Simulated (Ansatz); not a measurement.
Ansatz (a first-principles code) input:

Ansatz 0.2 input:
```yaml
crystal:
  periodic: [false, false, false]
  atoms:
    - {symbol: Ag, position_ang: [-0.00000000, -0.00000000, -0.67107165]}
    - {symbol: Cl, position_ang: [0.00000000, 0.00000000, 1.85531575]}
basis:
  gaussian:
    orbitals: def2-TZVP
hamiltonian:
  xc: b3lyp
  dispersion: d3bj
magnetization: {spin_polarized: true, initial_magnetization: 2}
phonons: {temperatures: {t_min: 298.15, t_max: 298.15, t_step: 100}}
```

Task: Predict the final energy.

Result: -607.20095 Eh (B3LYP-D3(BJ)/def2-TZVP). The basis has 77 functions.

The spin state was set by rule; other spins were not relaxed.
